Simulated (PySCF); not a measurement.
Compound: C5H6F3N.
SMILES with atom numbers: `[H]/[N:3]=[C:2](/[CH3:1])[CH2:4][C:5]([F:6])=[C:7]([F:8])[F:9]` (hydrogens: H10, H11, H12 on C1; H13 on N3; H14, H15 on C4)

Structure used (GFN2-xTB), in Å, numbered top down from 1:
```
atom  x, y, z in Å
C1    -1.9982    0.4397   -0.3773
C2    -0.9355   -0.0270    0.5582
N3    -0.9538    0.3313    1.7563
C4     0.1451   -0.9171   -0.0741
C5     1.1929   -0.0484   -0.6827
F6     0.8971    0.4699   -1.8911
C7     2.3422    0.2910   -0.1099
F8     3.2709    1.0850   -0.6203
F9     2.7150   -0.1739    1.0802
H10   -1.5491    0.9316   -1.2383
H11   -2.5738   -0.4109   -0.7394
H12   -2.6607    1.1301    0.1347
H13   -0.1992   -0.0072    2.3479
H14   -0.2982   -1.5361   -0.8550
H15    0.6008   -1.5501    0.6888
```

Method: PBE0/def2-SVPD in PySCF (dipole) on a GFN2-xTB geometry, gas phase.

Masses are those of the commonest isotopes; rigid-rotor values at the optimised geometry. The values belong to one conformer with, in the numbering `[H]/[N:3]=[C:2](/[CH3:1])[CH2:4][C:5]([F:6])=[C:7]([F:8])[F:9]`, C1–C2–C4–C5 85°, C2–C4–C5–F6 -80°.

Give the principal moments of inertia and the rotational constants in GHz.

Ia = 196.45, Ib = 470.61, Ic = 591.68 u·Å²; 505379 MHz·u·Å²/I gives 2573, 1074 and 854.1 MHz, that is A = 2.5726, B = 1.0739, C = 0.8541 GHz.

What kind of rotor is it?

An asymmetric top: κ = (2 × 1074 − 2573 − 854.1)/(2573 − 854.1) = -0.74.

Is it planar, by Δ = Ic − Ia − Ib?

Not planar: Δ = Ic − Ia − Ib = -75.38 u·Å². For a rigid frame Δ = −2 Σ m c², so Σ m c² = 37.69 u·Å² lies off the ab plane: 7.76 from hydrogen and 29.93 from heavier atoms. The atom farthest from that plane is 1.77 Å away.

Predict some low-J microwave lines.

The dipole components are |μa| = 0.43 D, |μb| = 0.41 D, |μc| = 2.12 D. The squared components, which scale the intensities, stand as 0.04 : 0.04 : 1.00 (a : b : c). Some lines, for components of 0.1 D or more:

| type | branch | J(Ka,Kc) | MHz | lower level (cm⁻¹) |
| --- | --- | --- | --- | --- |
| a | Q | 2(1,1) ← 2(1,2) | 659 | 0.236 |
| c | Q | 2(1,2) ← 2(0,2) | 1301 | 0.192 |
| c | Q | 1(1,1) ← 1(0,1) | 1499 | 0.064 |
| b | Q | 1(1,0) ← 1(0,1) | 1718 | 0.064 |
| a | R | 1(0,1) ← 0(0,0) | 1928 | 0.000 |
| b | Q | 2(1,1) ← 2(0,2) | 1961 | 0.192 |
| b | R | 2(0,2) ← 1(1,1) | 2335 | 0.114 |
| b | R | 1(1,1) ← 0(0,0) | 3427 | 0.000 |
| a | R | 2(1,2) ← 1(1,1) | 3636 | 0.114 |
| c | R | 1(1,0) ← 0(0,0) | 3646 | 0.000 |
| a | R | 2(0,2) ← 1(0,1) | 3834 | 0.064 |
| a | R | 2(1,1) ← 1(1,0) | 4076 | 0.122 |
| c | Q | 2(2,1) ← 2(1,1) | 4496 | 0.258 |
| b | Q | 2(2,0) ← 2(1,1) | 4519 | 0.258 |
| b | R | 2(1,2) ← 1(0,1) | 5135 | 0.064 |
| b | Q | 2(2,1) ← 2(1,2) | 5155 | 0.236 |
| c | R | 2(1,1) ← 1(0,1) | 5794 | 0.064 |
| b | R | 2(2,1) ← 1(1,0) | 8572 | 0.122 |
| c | R | 2(2,0) ← 1(1,0) | 8594 | 0.122 |
| c | R | 2(2,1) ← 1(1,1) | 8792 | 0.114 |
| b | R | 2(2,0) ← 1(1,1) | 8814 | 0.114 |

Estimate the classical rotational partition function at 10 K, 100 K and 298.15 K.

Point group C1, symmetry number σ = 1; q = (√π/σ)·√((kT/h)³/(ABC)), k/h = 20836.6 MHz/K: 3470 at 10 K, 110000 at 100 K, 565000 at 298.15 K.

Not checked by GFN2-xTB frequencies. No vibrational averaging or centrifugal distortion is included, and the geometry carries the error of its method. A rigid rotor knows nothing of internal rotation, which can split or shift real lines. Quadrupole hyperfine structure (14N) is left out.
